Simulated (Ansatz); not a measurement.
Geometry optimisation, Ansatz 0.2.0, RKS r2SCAN/def2-SVP.

input.yaml

```yaml
crystal:
  periodic: [false, false, false]
  atoms:
    - { symbol: Ge, position_ang: [0.234064, 0.0, 0.01202] }
    - { symbol: Cl, position_ang: [0.341368, -1.0e-06, 2.194966] }
    - { symbol: F, position_ang: [1.827966, 0.0, -0.601058] }
    - { symbol: F, position_ang: [-0.503799, 1.410261, -0.594963] }
    - { symbol: F, position_ang: [-0.503798, -1.410262, -0.594964] }
    - { symbol: F, position_ang: [-2.472172, -1.0e-06, 0.984713] }
    - { symbol: H, position_ang: [-2.20613, 2.0e-06, 1.872885] }
basis:
  gaussian: { orbitals: def2-SVP }
hamiltonian:
  xc: r2scan
relax:
  f_tol: 0.03
  max_steps: 50
```

Command:

```bash
$ ansatz run input.yaml --threads 4 --pin off --max-ram 5120MiB --backend cpu --events-out ev --progress --plain --runs-dir out
```

Problem. Where does it end, and by what steps?

Solution. The forces met the threshold. After 5 steps the energy has fallen by 0.061 eV; F6 moved furthest, 0.20 Å.

```csv
step,energy less start (eV),largest force component (eV/Å),accepted
0,0.0000,0.995,yes
1,-0.0423,0.511,yes
2,-0.0554,0.316,yes
3,-0.0587,0.223,yes
4,-0.0601,0.123,yes
5,-0.0605,0.017,yes
```

```xyz
7
Properties=species:S:1:pos:R:3
Ge 0.162 0.000 0.063
Cl 0.371 0.000 2.180
F 1.756 0.000 -0.563
F -0.541 1.421 -0.567
F -0.541 -1.421 -0.567
F -2.293 0.000 0.901
H -2.198 0.000 1.826
```

Whether the end is a true minimum wasn't checked by a vibrational analysis.

Time of the run: 18 s on 4 threads of Arm Neoverse V1 (shared host), peak memory 0.19 GiB.
